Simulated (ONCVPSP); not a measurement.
# Se: ONCV pseudisation with LDA (Perdew-Wang 92), scalar-relativistic reference atom.

ONCVPSP 4.0.1 input, shortened (lines: element, Z, core and valence counts, functional; n l f; lmax; l rc ep ncon nbas qcut; lloc lpopt rc5 dvloc0; l nproj debl; icmod fcfact rcfact), LDA (Perdew-Wang 92), scalar-relativistic:

```
  Se 34.00    6    2  -001012      upf
    1    0    2.00
    2    0    2.00
    2    1    6.00
    3    0    2.00
    3    1    6.00
    3    2   10.00
    4    0    1.50
    4    1    4.50
    2
    0    1.55    0.00    4    8    3.90
    1    1.70    0.00    3    6    4.40
    2    1.80    0.04    4    8    4.50
    4    5    1.00    4.00
    0    2    1.90
    1    2    0.30
    2    2    2.00
    3    2.25    1.75
```

Results:

```json
{
  "Cutoffs needed": "36 Ha and 69 Ha (the cutoffs (Ha) at which the residual kinetic energy of the hardest occupied pseudo-wave falls to 1 and 0.1 mHa per electron) The cutoffs count occupied waves only; projector 2 of the d channel, the hardest unoccupied one, needs 94 Ha at the loose tolerance.",
  "Ghost test": "no bound ghost flagged; GHOST(+) flagged for s at 87.4 eV",
  "Largest excitation error": "-68 meV (all-electron minus pseudo) for 4s2 4p2, out of 4 test configurations",
  "rms error of d²Exc/dni dnj": "6.90 mHa without and 0.73 mHa with the model core"
}
```

Generation and tests took about 4.1 s on one core of a shared server CPU.
